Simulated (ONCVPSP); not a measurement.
**europium (Eu): one change to an ONCV potential, before and after**

Eu (Z = 63), optimised norm-conserving Vanderbilt (ONCV), made with ONCVPSP 4.0.1 (PBEsol, scalar-relativistic). Core [Xe] 4f6, reference 5d1 6s1 (charge +1). Waves: 6s: rc 2.60 bohr, ncon 3, nbas 8, qcut 2.4 1/bohr, 2 projectors, debl 2.5 Ha; p scattering state at 0.34 Ha: rc 3.15 bohr, ncon 4, nbas 7, qcut 2.8 1/bohr, 2 projectors, debl 0.6 Ha; 5d: rc 3.25 bohr, ncon 4, nbas 9, qcut 5.6 1/bohr, 2 projectors, debl 2.3 Ha; f scattering state at 0.35 Ha: rc 3.30 bohr, ncon 4, nbas 7, qcut 3.5 1/bohr, 2 projectors, debl 0.9 Ha. Local part: polynomial inside 1.90 bohr (lpopt 4, dvloc0 2 Ha). Core correction: Teter function, fcfact 3.75, rcfact 1.05.

In the p channel the program set the typed energies aside and used 0.050, 0.650 Ha.

All-electron outer shells of the reference configuration (PBEsol, scalar-relativistic, ld1.x):

```json
{"shell": "4f", "level (eV)": "-14.69", "outermost node (bohr)": "–", "outermost maximum (bohr)": "0.59"}
{"shell": "6s", "level (eV)": "-9.17", "outermost node (bohr)": "1.63", "outermost maximum (bohr)": "3.26"}
{"shell": "5d", "level (eV)": "-8.49", "outermost node (bohr)": "0.81", "outermost maximum (bohr)": "1.95"}
```

Change: local potential polynomial inside 1.90 bohr (lpopt 4, dvloc0 7 Ha).

Cutoffs: the cutoffs (Ha) at which the residual kinetic energy of the hardest occupied pseudo-wave falls to 1 and 0.1 mHa per electron; they do not see the model core or the augmentation charge, which bear on the density cutoff. Errors are all-electron minus pseudo energies relative to the spin-unpolarised reference configuration.

How do hardness, ghosts and transferability respond?

The potential gets neither clearly harder nor softer (7.9 Ha and 30 Ha → 7.9 Ha and 30 Ha); both files keep a bound ghost (p); the lowest positive-energy flag moves from s at 43.6 eV to s at 234.3 eV; of the 3 tests that both files solve, the error grows in 1 and shrinks in 0 by more than 15 % and 0.3 meV (median size 1.5 → 2.0 meV); the range in which the s phases agree widens (upper end 1.4 → 2.8); the range in which the f phases agree narrows (upper end 3.8 → 1.7).

| quantity | base | changed |
| --- | --- | --- |
| cutoff, loose | 7.9 Ha | 7.9 Ha |
| cutoff, tight | 30 Ha | 30 Ha |
| bound ghosts | p | p |
| GHOST(+) flags under 300 eV | s at 43.6 eV | s at 234.3 eV |
| tests counted as reliable (solved cleanly; for ONCVPSP, near-neutral configurations with less than one 5d electron left out) | 3 of 4 | 3 of 4 |
| error for 5d1 6s2, meV [ΔE -6.58 eV] | -1.5 | -2.0 |
| error for 5d1 6s0, meV [ΔE 11.88 eV] | +72 | +72 |
| error for 5d1 6s1.5, meV [ΔE -3.93 eV] | +0.9 | +0.8 |
| s: phases at 2.63 bohr within 0.05 rad from the reference energy up to (Ha; the scan ends near 5) | 1.4 | 2.8 |
| p: phases at 3.21 bohr within 0.05 rad from the reference energy up to (Ha; the scan ends near 5) | 2.4 | 2.1 |
| d: phases at 3.30 bohr within 0.05 rad from the reference energy up to (Ha; the scan ends near 5) | 3.1 | 3.2 |
| f: phases at 3.34 bohr within 0.05 rad from the reference energy up to (Ha; the scan ends near 5) | 3.8 | 1.7 |
| rms error of d²Exc/dni dnj with the model core, mHa | 13.32 | 13.32 |

Base: The cutoffs count occupied waves only; projector 2 of the s channel, the hardest unoccupied one, needs 46 Ha at the loose tolerance. Changed file: The cutoffs count occupied waves only; projector 2 of the s channel, the hardest unoccupied one, needs 46 Ha at the loose tolerance. A true bound ghost makes a file unfit for plane-wave use even where its test errors are small: the radial tests pick states by their node count and pass the ghost by.
